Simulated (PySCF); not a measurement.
# `C[C@@H]1[C@@H](F)[C@@H]1[Si@H](C)Cl`, C$_{5}$H$_{10}$ClFSi

Geometry:
```json
{"atom": "C1", "x (Å)": "-1.949", "y (Å)": "-1.308", "z (Å)": "-0.379"}
{"atom": "C2", "x (Å)": "-1.667", "y (Å)": "0.031", "z (Å)": "0.252"}
{"atom": "C3", "x (Å)": "-1.147", "y (Å)": "1.154", "z (Å)": "-0.572"}
{"atom": "F4", "x (Å)": "-1.619", "y (Å)": "2.413", "z (Å)": "-0.331"}
{"atom": "C5", "x (Å)": "-0.252", "y (Å)": "0.532", "z (Å)": "0.460"}
{"atom": "Si6", "x (Å)": "1.294", "y (Å)": "-0.440", "z (Å)": "-0.025"}
{"atom": "C7", "x (Å)": "2.816", "y (Å)": "0.471", "z (Å)": "0.649"}
{"atom": "Cl8", "x (Å)": "1.436", "y (Å)": "-0.556", "z (Å)": "-2.046"}
{"atom": "H9", "x (Å)": "-1.864", "y (Å)": "-2.100", "z (Å)": "0.362"}
{"atom": "H10", "x (Å)": "-2.958", "y (Å)": "-1.325", "z (Å)": "-0.786"}
{"atom": "H11", "x (Å)": "-1.248", "y (Å)": "-1.509", "z (Å)": "-1.185"}
{"atom": "H12", "x (Å)": "-2.377", "y (Å)": "0.307", "z (Å)": "1.024"}
{"atom": "H13", "x (Å)": "-0.950", "y (Å)": "1.028", "z (Å)": "-1.629"}
{"atom": "H14", "x (Å)": "-0.136", "y (Å)": "1.143", "z (Å)": "1.348"}
{"atom": "H15", "x (Å)": "1.215", "y (Å)": "-1.814", "z (Å)": "0.479"}
{"atom": "H16", "x (Å)": "3.735", "y (Å)": "0.019", "z (Å)": "0.290"}
{"atom": "H17", "x (Å)": "2.823", "y (Å)": "1.515", "z (Å)": "0.345"}
{"atom": "H18", "x (Å)": "2.839", "y (Å)": "0.444", "z (Å)": "1.734"}
```

Computed, not measured: TDDFT CAM-B3LYP/def2-SVPD circular dichroism and optical rotation, one conformer, gas phase in PySCF 2.14.0. Geometry: GFN2-xTB.

The molecule is flexible and this is one conformer; a measurement averages over conformers.

Stereocentres: C2 R, C3 R, C5 R, Si6 S.

(1) Give the optical rotatory dispersion at 633, 589.3, 546, 436, 405, 365, 355 nm.

(2) And for the mirror image at 589.3 nm?

(3) What is the molar rotation [Φ] = [α]·M/100 of the geometry above at 589.3 nm?

Answers

(1) [α] in deg dm⁻¹ (g/mL)⁻¹:
```tsv
λ (nm)	origin-invariant length gauge	modified velocity gauge	length gauge (centre of mass)	isotropic polarisability (au)
633	+63.9	+70.7	+63.6	97.1
589.3	+74.9	+82.9	+74.6	97.5
546	+89.0	+98.4	+88.7	97.9
436	+151.7	+167.0	+151.2	99.5
405	+182.6	+200.6	+182.0	100.2
365	+240.1	+262.9	+239.2	101.5
355	+259.0	+283.4	+258.0	101.9
```

(2) -74.9 deg dm⁻¹ (g/mL)⁻¹ (origin-invariant length gauge): the same size and the opposite sign.

(3) With M = 152.67 g/mol, +114.3 deg cm² dmol⁻¹ (origin-invariant length gauge).

The first excitation lies at 7.57 eV (164 nm) with R = -10.3 × 10⁻⁴⁰ esu² cm² (velocity form).
